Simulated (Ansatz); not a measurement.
Species: sum formula H$_{2}$SiO, net charge -1, doublet state. 
Coordinates optimised at B3LYP-D3(BJ)/def2-TZVP (Ansatz, a quantum-chemistry and plane-wave program):
```xyz
4

Si     0.0726    -0.4186     0.2054
O     -0.1823     1.0518    -0.2965
H     -0.9450    -1.4787    -0.2515
H      1.3873    -1.0747    -0.2522
```
Charge -1, spin multiplicity 2.

Parts of the frozen-core correlation energy in cc-pV(D+d)Z (Ansatz, hartree). Frozen orbitals: 6; correlated occupied orbitals by spin: 7 and 6; virtual: 34 and 35. UHF or UKS for open shells. No spin-orbit coupling. Non-relativistic.

```tsv
term	value
reference (HF)	-364.93858
MP2 opposite-spin	-0.21688
MP2 same-spin	…
CCSD correlation	…
(T)	…
CCSDT minus CCSD(T)	-0.00089
T1 diagnostic	0.023
largest doubles amplitude	0.032
<S^2> of the reference	0.765
```

Problem. Fill in the missing entries.

Solution. 
- MP2 same-spin, value: -0.07051
- CCSD correlation, value: -0.30601
- (T), value: -0.00857
